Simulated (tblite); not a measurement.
Compound: C4H10O2Si (charge +1 and doublet state).
Z-matrix (Å and degrees, GFN2-xTB geometry), rows numbered from 1:
```
C 
C   1  1.4984
C   2  1.5151  1  113.14
C   3  1.5392  2  110.79  1   -58.81
O   4  1.2067  3  121.63  2    32.56
O   4  1.2870  3  112.63  2  -148.56
Si  6  1.7149  4  129.12  3  -176.79
H   1  1.0896  2  113.23  3   -60.92
H   1  1.1165  2  106.33  3    53.94
H   1  1.0869  2  112.97  3   171.69
H   2  1.0944  1  111.04  3  -125.44
H   2  1.1020  1  108.97  3   118.85
H   3  1.0900  2  112.68  1   179.71
H   3  1.0953  2  111.52  1    57.29
H   7  1.4580  6  106.91  4    63.83
H   7  1.4664  6   91.81  4  -179.34
H   7  1.4562  6  106.84  4   -60.28
```

Computed geometry: GFN2-xTB, gas phase. This method treats the open shell by occupation alone, without spin polarisation.

Take the most abundant isotopes and a rigid rotor. The values belong to one conformer with, in the numbering `[CH3:1][CH2:2][CH2:3][C:4](=[O+:5])[O:6][SiH3:7]`, C1–C2–C3–C4 -59°, C2–C3–C4–O5 33°, C3–C4–O6–Si7 -177°.

Task: What are A, B and C (MHz)?

Result: Ia = 78.03, Ib = 496.82, Ic = 550.53 u·Å²; 505379 MHz·u·Å²/I gives A = 6477, B = 1017, C = 918.0 MHz.

Task: Classify the top.

Result: A near-prolate asymmetric top. Ray's parameter κ = (2B − A − C)/(A − C) = -0.964; −1 is the prolate and +1 the oblate limit.

Task: What does the inertial defect say?

Result: Not planar: Δ = Ic − Ia − Ib = -24.32 u·Å². For a rigid frame Δ = −2 Σ m c², so Σ m c² = 12.16 u·Å² lies off the ab plane: 8.84 from hydrogen and 3.32 from heavier atoms. The atom farthest from that plane is 1.49 Å away.

Task: Give the coordinates in the principal-axis frame, origin at the centre of mass.

Result: The sense of each axis is arbitrary; atoms in the order of the calculation.
```tsv
atom	mass (u)	a (Å)	b (Å)	c (Å)
C1	12.000	-2.937	0.747	0.104
C2	12.000	-2.458	-0.577	-0.407
C3	12.000	-1.194	-1.058	0.276
C4	12.000	-0.053	-0.042	0.092
O5	15.995	-0.266	1.144	0.024
O6	15.995	1.106	-0.601	0.048
Si7	27.977	2.654	0.127	-0.069
H8	1.008	-3.182	0.735	1.165
H9	1.008	-2.074	1.450	0.014
H10	1.008	-3.756	1.157	-0.482
H11	1.008	-2.329	-0.556	-1.494
H12	1.008	-3.234	-1.336	-0.219
H13	1.008	-0.855	-2.024	-0.097
H14	1.008	-1.327	-1.130	1.361
H15	1.008	2.846	0.912	1.145
H16	1.008	3.319	-1.180	-0.073
H17	1.008	2.672	0.884	-1.313
```

Task: List the rotational levels J(Ka,Kc) to J = 4 (K).

Result: Above 0(0,0), as E/k:
J = 1: 1(0,1) 0.093, 1(1,1) 0.355, 1(1,0) 0.360
J = 2: 2(0,2) 0.279, 2(1,2) 0.536, 2(1,1) 0.550, 2(2,1) 1.336, 2(2,0) 1.336
J = 3: 3(0,3) 0.557, 3(1,3) 0.807, 3(1,2) 0.836, 3(2,2) 1.615, 3(2,1) 1.615, 3(3,1) 2.937, 3(3,0) 2.937
J = 4: 4(0,4) 0.928, 4(1,4) 1.169, 4(1,3) 1.217, 4(2,3) 1.986, 4(2,2) 1.987, 4(3,2) 3.308, 4(3,1) 3.308, 4(4,1) 5.159, 4(4,0) 5.159
Those of J = 1 are B + C, A + C and A + B.

Task: Estimate the classical rotational partition function at 100 K, 200 K and 500 K.

Result: Point group C1, symmetry number σ = 1; q = (√π/σ)·√((kT/h)³/(ABC)), k/h = 20836.6 MHz/K: 68600 at 100 K, 194000 at 200 K, 766000 at 500 K.

For this open shell read J as N, the rotation without spin; fine and hyperfine splittings come on top. Its GFN2-xTB frequencies are all real (lowest 47 cm⁻¹). No vibrational averaging or centrifugal distortion is included, and the geometry carries the error of its method.

Time: 1.3 s. Hardware: an Arm Neoverse V1 with one thread, shared host with 32 logical CPUs at a one-minute load of 24. These figures are those of the optimisation.
